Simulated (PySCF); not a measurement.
H8Si3, charge -1, multiplicity 2. Atoms are numbered in the order given.

```xyz
11

Si     2.3655     0.0000     0.2378
Si     0.0000     0.0000    -0.5174
Si    -2.3655     0.0000     0.2378
H      3.6836     0.0000    -0.5519
H      2.5448    -1.1873     1.1541
H      2.5448     1.1873     1.1541
H      0.0000     1.1831    -1.4636
H      0.0000    -1.1831    -1.4636
H     -2.5448    -1.1873     1.1541
H     -2.5448     1.1873     1.1541
H     -3.6836     0.0000    -0.5519
```
Charge -1, spin multiplicity 2.

Geometry optimised at B3LYP-D3(BJ)/def2-SVPD. The multiplicity is an assumed one; no other spin state was optimised.

Computed with PBE/def2-SVPD in PySCF.

Mulliken values depend strongly on the basis, most of all with diffuse functions as here. ESP charges are fitted to the potential on shells at 1.4 to 2.0 van der Waals radii. Atomic charges (e):

| atom | ESP fit | Mulliken | meta-Löwdin | Mulliken spin |
|---|---|---|---|---|
| Si1 | -0.10 | -0.97 | 0.00 | 0.29 |
| Si2 | 0.14 | -0.86 | -0.10 | 0.44 |
| Si3 | -0.10 | -0.97 | 0.00 | 0.29 |
| H4 | -0.14 | 0.19 | -0.14 | 0.06 |
| H5 | -0.10 | 0.22 | -0.11 | -0.02 |
| H6 | -0.10 | 0.22 | -0.11 | -0.02 |
| H7 | -0.13 | 0.26 | -0.11 | -0.04 |
| H8 | -0.13 | 0.26 | -0.11 | -0.04 |
| H9 | -0.10 | 0.22 | -0.11 | -0.02 |
| H10 | -0.10 | 0.22 | -0.11 | -0.02 |
| H11 | -0.14 | 0.19 | -0.14 | 0.06 |
